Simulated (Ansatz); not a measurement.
`[CH3][AlH][BH]O` and `[CH3][Al]([F])[BH]O` differ in one atom or group.

Ansatz, PBE0-D4/def2-TZVP geometries, multiplicity 1. Each molecule was computed in one conformer, which needn't be the lowest.

```tsv
property	`[CH3][AlH][BH]O`
HOMO energy (B3LYP/def2-TZVPP) / eV	-6.62
HOMO energy (PBE/def2-TZVPP) / eV	-5.60
LUMO energy (PBE/def2-TZVPP) / eV	-2.90
HOMO–LUMO gap (B3LYP/def2-TZVPP) / eV	4.35
LUMO energy (ωB97M-V/def2-TZVPP) / eV	-0.32
LUMO energy (B3LYP/def2-TZVPP) / eV	-2.28
```

(1) What does the change do to each property? (Estimate.)

Answers

(1) Ansatz gave: 
```
                             property  `[CH3][Al]([F])[BH]O`  shift
  HOMO energy (B3LYP/def2-TZVPP) / eV                  -6.83  -0.21
    HOMO energy (PBE/def2-TZVPP) / eV                  -5.79  -0.19
    LUMO energy (PBE/def2-TZVPP) / eV                  -2.34   0.56
HOMO–LUMO gap (B3LYP/def2-TZVPP) / eV                   5.18   0.83
LUMO energy (ωB97M-V/def2-TZVPP) / eV                   0.36   0.68
  LUMO energy (B3LYP/def2-TZVPP) / eV                  -1.66   0.62
```

With PBE0 the HOMO falls by 0.23 eV and the LUMO rises by 0.63 eV, so the gap widens by about 0.86 eV. PBE moves the HOMO by -0.19 eV and ωB97M-V by -0.22 eV.

B3LYP here is the variant with VWN-RPA as its local correlation; programs differ in this.
